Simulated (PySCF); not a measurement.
A GIAO shielding run with PySCF (density fitting, non-relativistic, gas phase) on `C=[C](C)[Al]1[CH2]CC[CH2]1`, C7H13Al:

```
$ OMP_NUM_THREADS=1 python probes_run.py task.json out

{"job": {"kind": "nmr", "xc": "PBE0", "basis": "pcSseg-1"}, "charge": 0, "multiplicity": 1}
C     -2.568077     1.202574     0.858311
C     -2.103251     0.246708     0.032414
C     -3.041198    -0.575277    -0.807245
Al    -0.156766     0.034099     0.022742
C      1.221761     0.966813     1.075711
C      2.488838     0.544389     0.306304
C      2.377884    -0.904515    -0.200328
C      1.073211    -1.123315    -0.991277
H     -1.902678     1.813564     1.480018
H     -3.642357     1.422145     0.953478
H     -2.948681    -1.649622    -0.574574
H     -2.808151    -0.479258    -1.881141
H     -4.095987    -0.287305    -0.661918
H      1.244819     0.546390     2.100219
H      1.143909     2.058345     1.199286
H      2.619932     1.207816    -0.569215
H      3.404501     0.663383     0.911735
H      2.387757    -1.579089     0.676279
H      3.273955    -1.167076    -0.789813
H      1.183058    -0.734484    -2.022620
H      0.814996    -2.188869    -1.098229
```

Hardware: 1 thread of an Arm Neoverse N1, shared host. The job also computes population analyses, field gradients, ring-centre shieldings.

Task: How large is the calculation?

Result: 68 electrons, 208 basis functions and 1096 auxiliary functions.

Task: How long does it take, and how much memory does it need?

Result: 86 s of wall time, with 14 SCF cycles and 5 response iterations; peak memory 0.96 GiB. Times on a shared host scatter by some tens of per cent.

Task: And these other runs on the same molecule and hardware: GIAO shielding at B3LYP/pcSseg-1?

Result: B3LYP/pcSseg-1: 208 functions, 67 s.
